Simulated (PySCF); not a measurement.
Simulated absorption spectrum

C3H6O2Si.
Numbering: `[CH2:1]=[CH:2][O:3][SiH2:4][CH:5]=[O:6]` (hydrogens: H7, H8 on C1; H9 on C2; H10, H11 on Si4; H12 on C5)

Computed, not measured: TDDFT CAM-B3LYP/def2-SVPD, vertical, gas phase, core orbitals frozen in the response (PySCF). The structure is a single GFN2-xTB conformer in the gas phase; no vibrational or solvent corrections. Torsions of this conformer, `[CH2:1]=[CH:2][O:3][SiH2:4][CH:5]=[O:6]`: C1–C2–O3–Si4 180°, C2–O3–Si4–C5 180°, O3–Si4–C5–O6 180°.

Broadening: Gaussians 0.3 eV wide at half height, area fixed by f = 4.319×10⁻⁹ ∫ε dν̃. The width is an assumption, not a result. The curve ends short of the highest state used, and states not computed would add to its high-energy end.

E (eV), ε (L mol⁻¹ cm⁻¹) and a bar:
```
     2.76          0 
     2.90          2 
     3.04         20 
     3.18         47 
     3.33         31 
     3.47          6 
     3.61          0 
     3.75          0 
     3.89          0 
     4.03          0 
     4.18          0 
     4.32          0 
     4.46          0 
     4.60          0 
     4.74          0 
     4.88          0 
     5.02          0 
     5.17          5 
     5.31        164 #
     5.45       1739 #########
     5.59       5525 ##############################
     5.73       5247 ############################
     5.87       1533 ########
     6.01        649 ####
     6.16       2032 ###########
     6.30       2395 #############
     6.44       1219 #######
     6.58        299 ##
     6.72        116 #
     6.86       1160 ######
```

(1) Where are the band maxima, and which computed states make them?

(2) Coming from long wavelengths, where does ε first pass 100 L mol⁻¹ cm⁻¹?

(3) Does any computed singlet lie in the visible range?

(4) On this curve, what absorbance would a 10⁻³ mol/L sample give at 405 nm over a 1 cm path?

Results:

(1) 386 nm (3.21 eV), ε about 49, made up of S1 (100%); 219 nm (5.65 eV), ε about 6300, made up of S2 (100%); 198 nm (6.25 eV), ε about 2500, made up of S3 (84%) and S4 (16%) (ε in L mol⁻¹ cm⁻¹; maxima over ε = 5, shares over 10%). At its high-energy end, 6.86 eV, the curve is still rising (ε about 1200, from S5, S6 and S7). The states used: S1 3.21 eV (f 0.0005); S2 5.65 eV (f 0.070); S3 6.23 eV (f 0.024); S4 6.39 eV (f 0.0083); S5 6.95 eV (f 0.0037); S6 7.16 eV (f 0.030); S7 7.22 eV (f 0.401); S8 7.46 eV (f 0.0068).

(2) At about 234 nm (5.29 eV), 2.08 eV above S1.

(3) S1 lies in the visible range (380 to 750 nm), at 386 nm, f = 0.0005; light of that wavelength is violet, and its complementary colour is yellow-green; a Tamm–Dancoff triplet lies at 492 nm, without intensity as long as spin–orbit coupling is left out.

(4) 405 nm is 3.061 eV, where ε is about 24 L mol⁻¹ cm⁻¹, so A = ε c l ≈ 0.024 (Beer–Lambert, with the gas-phase spectrum and the assumed width).

Hardware: Arm Neoverse V1, one thread, shared host. Cost: 30 s, 0.75 GiB resident at most.
